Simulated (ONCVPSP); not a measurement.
# Transferability test, ONCV potential for Cl

* Element: Cl (Z = 17)
* Generator: ONCVPSP 4.0.1
* Type: optimised norm-conserving Vanderbilt (ONCV)
* Functional: LDA (Perdew-Zunger)
* Relativity: scalar-relativistic
* Frozen core: [He]
* Valence charge: 15
* Reference configuration: 2s2 2p6 3s2 3p3 (charge +2)
* Partial waves: 2s+3s: rc 0.65 bohr, ncon 3, nbas 7, qcut 16.2 1/bohr, 2 projectors; 2p+3p: rc 0.60 bohr, ncon 3, nbas 6, qcut 24.6 1/bohr, 3 projectors, debl 0.8 Ha
* Local potential: polynomial inside 0.60 bohr (lpopt 5, dvloc0 3 Ha)
* Core correction: none

In the p channel the program set the typed energies aside and used -8.069, -1.167, 0.250 Ha.

Energies are relative to the spin-unpolarised reference configuration 2s2 2p6 3s2 3p3; without spin polarisation the order of configurations can differ from experiment.

Problem. Give the all-electron excitation energy and the error of the potential for: 2s2 2p6 3s2 3p5; 2s2 2p6 3s2 3p4; 2s2 2p6 3s2 3p2; 2s2 2p6 3s2 3p1.

Solution.

```tsv
valence configuration	charge	ΔE all-electron (eV)	error AE − PS (meV)
2s2 2p6 3s2 3p5	0	-39.500	+1.3
2s2 2p6 3s2 3p4	+1	-25.528	+0.5
2s2 2p6 3s2 3p2	+3	38.395	+1.4
2s2 2p6 3s2 3p1	+4	90.766	+7.5
```

Levels in the configuration 2s2 2p6 3s2 3p2:

```
level  all-electron (eV)  pseudo (eV)
   2s           -296.559     -296.569
   2p           -236.659     -236.624
   3s            -58.844      -58.842
   3p            -45.216      -45.209
```
